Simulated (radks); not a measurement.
Spin polarisation of the 3d5 shell in Mn. Start: [Ar] 3d(up 2.5, down 2.5) 4s2; electrons of 3d are moved from spin down to spin up, other shells keep equal spins. Calculated with a radial shooting solver on a logarithmic mesh with Libxc functionals: scalar-relativistic Kohn-Sham, PBE, spin-polarised, spherical densities, finite nucleus; Fermi nuclear charge, rms radius of each element as measured or else 0.836 A^(1/3) + 0.57 fm.

| moment (Bohr magnetons) | E - E(0) (eV) | e(3d up) (eV) | e(3d down) (eV) | 4s down minus up (eV) | 3p down minus up (eV) |
|---|---|---|---|---|---|
| 0 | 0.000 | -6.771 | -6.771 | 0.000 | 0.000 |
| 1 | -0.223 | -7.186 | -6.296 | 0.200 | 1.015 |
| 2 | -0.890 | -7.540 | -5.762 | 0.402 | 2.030 |
| 3 | -2.000 | -7.826 | -5.166 | 0.610 | 3.042 |
| 4 | -3.548 | -8.034 | -4.505 | 0.823 | 4.047 |
| 5 | -5.525 | -8.146 | -3.772 | 1.045 | 5.039 |

At moment 5 the spin-polarisation energy is -5.525 eV and the 3d exchange splitting 4.375 eV, that is 0.875 eV per Bohr magneton; E = -I m^2/4 would give I = 0.884 eV.
